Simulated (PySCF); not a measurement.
Harmonic spectrum computed at PBE0 in the def2-TZVP basis family (core potentials from Rb on, PySCF, no spin–orbit coupling):

```csv
ω (cm⁻¹),IR (km/mol)
104,1.4
116,14.4
196,3.4
393,24.8
441,129
1082,191
```

Problem. Which molecule gave it? In each, all ligands are bound to the one heavy central atom.
A. TaOCl₂ (doublet)
B. CuOCl₂ (quartet)
C. TiOCl₂ (singlet)
D. MoOCl₂ (triplet)
E. ZrOCl₂ (singlet)

Solution. D. It has C2v symmetry with Mo–Cl 2.265 Å (×2), Mo–O 1.646 Å.
